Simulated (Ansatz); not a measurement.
`[F][GeH]([F])[O][SiH3]`, relaxed with RKS PBE0-D4/def2-TZVP in the Gaussian-basis code of Ansatz from a PBE-D4/def2-SVP geometry. The force threshold is 0.005 eV/Å; the program also tests the step.

Charge 0, multiplicity 1.

Start:

```xyz
9

F    -2.309    1.182   -0.012
Ge   -0.675    1.303    0.583
F    -0.674    0.408    2.081
O     0.398    0.466   -0.530
Si    0.792   -1.179   -0.681
H    -0.279    2.771    0.787
H    -0.431   -2.038   -0.514
H     1.355   -1.354   -2.060
H     1.823   -1.559    0.346
```

```csv
step,energy (eV),largest force (eV/Å),largest move (Å)
1,-71931.4408,0.747,0.000
2,-71931.4964,0.405,0.033
3,-71931.5112,0.099,0.025
4,-71931.5135,0.152,0.107
5,-71931.5157,0.069,0.033
6,-71931.5169,0.009,0.037
7,-71931.5170,0.004,0.019
8,-71931.5171,0.025,0.058
9,-71931.5172,0.015,0.018
10,-71931.5172,0.015,0.012
11,-71931.5172,0.012,0.018
12,-71931.5173,0.009,0.012
13,-71931.5173,0.008,0.010
14,-71931.5173,0.010,0.027
15,-71931.5173,0.010,0.020
16,-71931.5173,0.011,0.008
17,-71931.5174,0.011,0.011
18,-71931.5174,0.012,0.021
19,-71931.5174,0.009,0.014
20,-71931.5174,0.006,0.002
21,-71931.5174,0.002,0.003
```

End:

```xyz
9

F    -2.176    1.095   -0.185
Ge   -0.665    1.294    0.606
F    -0.877    0.556    2.143
O     0.529    0.398   -0.267
Si    0.806   -1.181   -0.667
H    -0.310    2.762    0.745
H    -0.397   -2.006   -0.392
H     1.137   -1.233   -2.112
H     1.952   -1.684    0.129
```

It took 100 s on 4 threads of a server CPU on a shared host, with 0.65 GiB of host memory at the peak.
